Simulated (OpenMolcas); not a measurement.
A calculation on Mo²⁺.

| Quantity | Value |
| --- | --- |
| Program | OpenMolcas |
| Method | SS-RASPT2, IPEA 0.25 Eh, imaginary shift 0.1 Eh (closed shells correlated: 4s 4p) |
| Basis | ANO-RCC-VTZP [7s6p4d2f1g] |
| Scalar Hamiltonian | DKH2, point nucleus |
| Active space | 4 electrons in 9 orbitals (RAS2 4d 5s; RAS3 5p, at most 2 electrons) |
| State averaging | 2S+1 = 5 even, 15 roots; 2S+1 = 3 even, 90 roots kept (CI in the orbitals of an earlier block); 2S+1 = 1 even, 90 roots kept (CI in the orbitals of an earlier block, 84 in the spin-orbit step); 2S+1 = 5 odd, 30 roots (21 in the spin-orbit step); 2S+1 = 3 odd, 84 roots kept (CI in the orbitals of an earlier block, 5 in the spin-orbit step); 2S+1 = 1 odd, 89 roots kept (CI in the orbitals of an earlier block, 0 in the spin-orbit step) |
| Spin-orbit coupling | RASSI with atomic mean-field integrals over the reference wave functions, term energies averaged over their components |

Problem. Which level of the active space comes out lowest?

Solution. 4d⁴ ⁵D₀, with 98 % of that term; it is also the measured ground level.

Problem. How high does 4d⁴ ³H₆ lie?

Solution. 15040 cm⁻¹ above the lowest level; measured 13811 cm⁻¹ above the ground level, so the calculation is off by +9 %.

Problem. How high does 4d⁴ ⁵D₂ lie?

Solution. 694 cm⁻¹ above the lowest level; measured 668 cm⁻¹ above the ground level, so the calculation is off by +4 %.

Problem. How high does 4d⁴ ³F₂(1) lie?

Solution. 14960 cm⁻¹ above the lowest level; measured 13929 cm⁻¹ above the ground level, so the calculation is off by +7 %.

Problem. The level at 15000 cm⁻¹ has J = 3. What is it made of, and what is its g factor?

Solution. 80 % 4d⁴ ³F₃(1), 19 % 4d⁴ ³G; g = 1.021, against 1.084 from Landé's formula for the pure leading term.

Measured values: Sugar and Musgrove, J. Phys. Chem. Ref. Data 17, 155 (1988).

CASPT2 breaks the degeneracy within a term, and the mean is taken; among the terms shown or strongly mixed into the levels shown the widest spread is 85 cm-1 (4d⁴ ³F(1)). Some high roots are left out of the spin-orbit mixing, which shifts the levels that they would mix with. Terms from blocks run as CI alone lack orbitals of their own. Configurations are named by rounded mean occupations; where the s occupation lies near a half they are strongly mixed, a name can repeat and a true partner stay unpaired. Computed and measured levels are paired by configuration, term and J; levels that our copy of the source lacks, or whose pairing is in doubt (as where it misses far off the trend of its configuration), stay unpaired and out of the deviations. Only configurations of the active space appear.

A number in round brackets counts repeated terms of one configuration in the order of the reference energies.
